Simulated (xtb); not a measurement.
CH5N2S (SMILES NC([NH3+])=S), charge +1, singlet, at a GFN2-xTB geometry; GFN2-xTB (xtb).

Input for xtb:
```
$ xtb mol.xyz --gfn 2 --chrg 1 --uhf 0 --json

# file mol.xyz
9

N      1.13272355    -1.07190807    -0.25474547
C      0.11655556    -0.23660274    -0.05111200
N     -1.24763856    -0.93480136    -0.13643960
S      0.10764279     1.34012233     0.26005663
H      1.04219021    -2.05795163    -0.44565705
H      2.06805560    -0.69319618    -0.21595456
H     -1.95790376    -0.20395163     0.03487192
H     -1.35329073    -1.67200907     0.57652211
H     -1.41626422    -1.34826633    -1.06572110
```

### Question
Write the output that xtb gives for this input, abridged.

### Answer

```
   ID    Z sym.   atoms
    1    7 N      1, 3
    2    6 C      2
    3   16 S      4
    4    1 H      5-9

           -------------------------------------------------
          |                Calculation Setup                |
           -------------------------------------------------

           -------------------------------------------------
          |                 G F N 2 - x T B                 |
           -------------------------------------------------

          ...................................................
          :                      SETUP                      :
          :.................................................:
          :  # basis functions                  27          :
          :  # atomic orbitals                  26          :
          :  # shells                           14          :
          :  # electrons                        24          :
          :  max. iterations                   250          :
          :  Hamiltonian                  GFN2-xTB          :
          :  restarted?                      false          :
          :  GBSA solvation                  false          :
          :  PC potential                    false          :
          :  electronic temp.          300.0000000     K    :
          :  accuracy                    1.0000000          :
          :  -> integral cutoff          0.2500000E+02      :
          :  -> integral neglect         0.1000000E-07      :
          :  -> SCF convergence          0.1000000E-05 Eh   :
          :  -> wf. convergence          0.1000000E-03 e    :
          :  Broyden damping             0.4000000          :
          :  net charge                          1          :
          :  unpaired electrons                  0          :
          ...................................................

 iter      E             dE          RMSdq      gap      omega  full diag
   1    -13.2858743 -0.132859E+02  0.632E+00    3.53       0.0  T
   2    -13.4409542 -0.155080E+00  0.368E+00    2.51       1.0  T
   3    -13.4538739 -0.129197E-01  0.182E+00    2.57       1.0  T
   4    -13.4534143  0.459675E-03  0.633E-01    2.33       1.0  T
   5    -13.4542823 -0.868079E-03  0.348E-01    2.44       1.0  T
   6    -13.4546794 -0.397104E-03  0.108E-01    2.39       1.0  T
   7    -13.4546830 -0.350848E-05  0.487E-02    2.39       1.0  T
   8    -13.4546849 -0.197593E-05  0.268E-02    2.39       1.2  T
   9    -13.4546869 -0.195151E-05  0.358E-03    2.39       9.3  T
  10    -13.4546869 -0.401647E-07  0.139E-03    2.39      23.9  T
  11    -13.4546869 -0.607317E-08  0.359E-04    2.39      92.8  T
  12    -13.4546869 -0.285064E-09  0.245E-05    2.39    1358.0  T

   *** convergence criteria satisfied after 12 iterations ***

         :::::::::::::::::::::::::::::::::::::::::::::::::::::
         ::                     SUMMARY                     ::
         :::::::::::::::::::::::::::::::::::::::::::::::::::::
         :: total energy             -13.304956825860 Eh    ::
         :: gradient norm              0.000038773488 Eh/a0 ::
         :: HOMO-LUMO gap              2.390584112576 eV    ::
         ::.................................................::
         :: SCC energy               -13.454684953300 Eh    ::
         :: -> isotropic ES            0.127097139730 Eh    ::
         :: -> anisotropic ES         -0.012106797225 Eh    ::
         :: -> anisotropic XC          0.009694610740 Eh    ::
         :: -> dispersion             -0.003909058094 Eh    ::
         :: repulsion energy           0.149728127441 Eh    ::
         :: add. restraining           0.000000000000 Eh    ::
         :: total charge               1.000000000000 e     ::
         :::::::::::::::::::::::::::::::::::::::::::::::::::::

           -------------------------------------------------
          |                Property Printout                |
           -------------------------------------------------

    * Orbital Energies and Occupations

         #    Occupation            Energy/Eh            Energy/eV
      -------------------------------------------------------------
         1        2.0000           -0.9176377             -24.9702
         2        2.0000           -0.8944890             -24.3403
         3        2.0000           -0.8718893             -23.7253
         4        2.0000           -0.8292993             -22.5664
         5        2.0000           -0.8132175             -22.1288
         6        2.0000           -0.8047340             -21.8979
         7        2.0000           -0.7787085             -21.1897
         8        2.0000           -0.7338545             -19.9692
         9        2.0000           -0.6989738             -19.0200
        10        2.0000           -0.6769688             -18.4213
        11        2.0000           -0.5781705             -15.7328
        12        2.0000           -0.5437687             -14.7967 (HOMO)
        13                         -0.4559164             -12.4061 (LUMO)
        14                         -0.3365040              -9.1567
        15                         -0.2853584              -7.7650
        16                         -0.2200012              -5.9865
        17                         -0.1689788              -4.5981
        18                         -0.1528100              -4.1582
        19                         -0.1513842              -4.1194
        20                         -0.1081415              -2.9427
        21                         -0.0894590              -2.4343
        22                         -0.0772146              -2.1011
        23                         -0.0752718              -2.0482
       ...                                ...                  ...
        26                          0.5465942              14.8736
      -------------------------------------------------------------
                  HL-Gap            0.0878523 Eh            2.3906 eV
             Fermi-level           -0.4998426 Eh          -13.6014 eV

     #   Z          covCN         q      C6AA      α(0)
     1   7 N        2.676    -0.203    25.410     7.487
     2   6 C        2.785     0.164    24.459     8.101
     3   7 N        3.519    -0.169    24.635     7.372
     4  16 S        1.059    -0.128   144.538    20.333
     5   1 H        0.860     0.226     0.982     1.552
     6   1 H        0.860     0.253     0.870     1.461
     7   1 H        0.859     0.298     0.720     1.330
     8   1 H        0.859     0.280     0.778     1.381
     9   1 H        0.859     0.280     0.778     1.381

 Mol. C6AA /au·bohr⁶  :        987.889289
 Mol. C8AA /au·bohr⁸  :      29958.595014
 Mol. α(0) /au        :         50.398175

Wiberg/Mayer (AO) data.
largest (>0.10) Wiberg bond orders for each atom

 ---------------------------------------------------------------------------
     #   Z sym  total        # sym  WBO       # sym  WBO       # sym  WBO
 ---------------------------------------------------------------------------
     1   7 N    3.462 --     2 C    1.338     5 H    0.923     6 H    0.913
                             4 S    0.260
     2   6 C    3.928 --     4 S    1.728     1 N    1.338     3 N    0.855
     3   7 N    3.651 --     8 H    0.901     9 H    0.901     7 H    0.895
                             2 C    0.855
     4  16 S    2.106 --     2 C    1.728     1 N    0.260
     5   1 H    0.949 --     1 N    0.923
     6   1 H    0.936 --     1 N    0.913
     7   1 H    0.911 --     3 N    0.895
     8   1 H    0.922 --     3 N    0.901
     9   1 H    0.922 --     3 N    0.901
 ---------------------------------------------------------------------------

Topologies differ in total number of bonds
Writing topology from bond orders to xtbtopo.mol

molecular dipole:
                 x           y           z       tot (Debye)
 q only:       -1.155      -2.611      -0.470
   full:       -1.185      -2.824      -0.511       7.891
molecular quadrupole (traceless):
                xx          xy          yy          xz          yz          zz
 q only:        6.819       2.482       0.171      -0.051       1.370      -6.990
  q+dip:        7.015       3.052       0.969       0.014       1.714      -7.983
   full:        6.529       3.197       0.993       0.079       1.618      -7.522

           -------------------------------------------------
          | TOTAL ENERGY              -13.304956825860 Eh   |
          | GRADIENT NORM               0.000038773488 Eh/α |
          | HOMO-LUMO GAP               2.390584112576 eV   |
           -------------------------------------------------

normal termination of xtb
```
